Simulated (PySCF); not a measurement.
BrCl, SMILES ClBr. Coordinates come from a PBE0-D3(BJ)/def2-TZVP optimisation.

PySCF 2.14.0 with TDA-ωB97X/def2-TZVPD puts the lowest singlet excitations at 3.44, 3.44, 6.15, 6.15, 8.26, 8.26 eV.

What are the lowest excitation roots from ADC(2)/aug-cc-pVDZ (PySCF)? (An estimate is asked for; the answer gives what the named calculation found.)

3.50, 3.50, 6.23, 6.23, 8.27, 8.27 eV. S1 differs by 0.07 eV (second minus first; roots are paired by order, and the bases may differ).
